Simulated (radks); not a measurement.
All-electron atom: O+ in [He] 2s2 2p2 3d1 (not the ground configuration). Calculated with a radial shooting solver on a logarithmic mesh with Libxc functionals: scalar-relativistic Kohn-Sham, LDA (Slater exchange, Perdew-Wang correlation), spin-polarised, spherical densities, point nucleus; open shells are filled with parallel spins first.

Normalised radial functions P(r) = r R(r), r in bohr:

r,2s up,2p up,2p down
0.02465,0.2272,0.0103,0.0100
0.0359,0.3010,0.0208,0.0202
0.05186,0.3791,0.0409,0.0396
0.07554,0.4470,0.0792,0.0766
0.11,0.4680,0.1478,0.1430
0.159,0.3928,0.2590,0.2505
0.2315,0.1653,0.4289,0.4145
0.3372,-0.2252,0.6467,0.6239
0.4872,-0.6748,0.8561,0.8260
0.7096,-0.9919,0.9654,0.9389
1.033,-0.9599,0.8691,0.8644
1.493,-0.6204,0.5875,0.6093
2.175,-0.2404,0.2646,0.2939
3.167,-0.0480,0.0693,0.0848
4.576,-0.0041,0.0090,0.0125
6.665,-0.0001,0.0004,0.0006
9.707,0.0000,0.0000,0.0000
14.03,0.0000,0.0000,0.0000

2s up: eigenvalue -52.963 eV, 1 radial node at r = 0.276 bohr, <r> = 1.03 bohr, 90 % of the charge inside 1.61 bohr. 2p up: eigenvalue -38.419 eV, 0 radial nodes, <r> = 0.992 bohr, 90 % of the charge inside 1.65 bohr. 2p down (empty): eigenvalue -33.664 eV, 0 radial nodes, <r> = 1.03 bohr, 90 % of the charge inside 1.74 bohr.
